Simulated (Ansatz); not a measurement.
Reactions of CH$_{5}$NSi$_{2}$, SMILES `[SiH3][SiH]1C=N1`.

Program: Ansatz. Geometries: PBE0-D4/def2-TZVP. ΔE: electronic, gas phase. CCSD(T)/CBS adds triple-zeta CCSD(T) − MP2 to the extrapolated MP2 energy (def2 sets, frozen cores). This one scheme is used for every species, atoms too. Double bonds are as drawn, so ΔE can hold a change between cis and trans. DFT in def2-TZVPP. B3LYP here is the variant with VWN-RPA as its local correlation; programs differ in this. No spin–orbit coupling; open shells (•) take unrestricted orbitals. Spin–orbit coupling would lower the free atoms: a little for C, Si. For Br, Ge outer-core shells are correlated without core-valence functions, so the limit isn't a true one: a few kJ/mol of doubt a bond, and 10 to 20 or more in all where bonds break to atoms. Scalar relativity is left out up to krypton. Each species was taken in one conformer, which may not be the lowest.

```
                                                                                     reaction  B3LYP-D4 (kcal/mol)  MP2/CBS(def2) (kcal/mol)  ωB97X-V (kcal/mol)  B2PLYP (kcal/mol)  CCSD(T)/CBS(def2) (kcal/mol)
                              `[SiH3][SiH]1C=N1` + `C/C=N/O` → `C/C=N\[SiH3]` + `O[SiH]1C=N1`                -68.6                     -76.1               -68.3              -70.8                         -70.9
                              `[SiH3][SiH]1C=N1` + `BrC1CO1` → `Br[SiH]1C=N1` + `[SiH3]C1CO1`                -27.6                     -31.7               -28.7              -28.6                         -29.5
                                             `[SiH3][SiH]1C=N1` + HBr → `Br[SiH]1C=N1` + SiH₄                -20.0                     -23.1               -20.8              -21.1                         -20.8
                `[SiH3][SiH]1C=N1` + `CO[SiH2][SiH3]` → `CO[SiH]1C=N1` + `[SiH3][SiH2][SiH3]`                 -3.2                      -3.6                -4.4               -3.2                          -3.6
                            `[SiH3][SiH]1C=N1` + `CC(F)C=N` → `N=C[SiH]1C=N1` + `CC(F)[SiH3]`                  5.5                       5.6                 6.7                5.7                           6.3
`[SiH3][SiH]1C=N1` + `[CH3][Ge]([NH2])([F])[F]` → `N[SiH]1C=N1` + `[CH3][Ge]([F])([F])[SiH3]`                -10.6                      -9.9               -10.1               -9.8                          -9.3
                              `[SiH3][SiH]1C=N1` + `O=CCCBr` → `BrC[SiH]1C=N1` + `O=CC[SiH3]`                 -5.4                      -7.1                -5.8               -5.9                          -5.8
                            `[SiH3][SiH]1C=N1` + `C=C(O)SS` → `C=C([SiH3])SS` + `O[SiH]1C=N1`                -34.0                     -40.1               -34.7              -35.4                         -37.2
                                                  `[SiH3][SiH]1C=N1` → C• + 5 H• + N• + 2 Si•                713.8                     718.4               719.2              703.8                         712.1
                                              `[SiH3][SiH]1C=N1` + H₂O → `O[SiH]1C=N1` + SiH₄                -22.3                     -23.0               -23.5              -23.9                         -21.7
```

Largest T1 diagnostic: 0.017, for `[SiH3][SiH]1C=N1`.
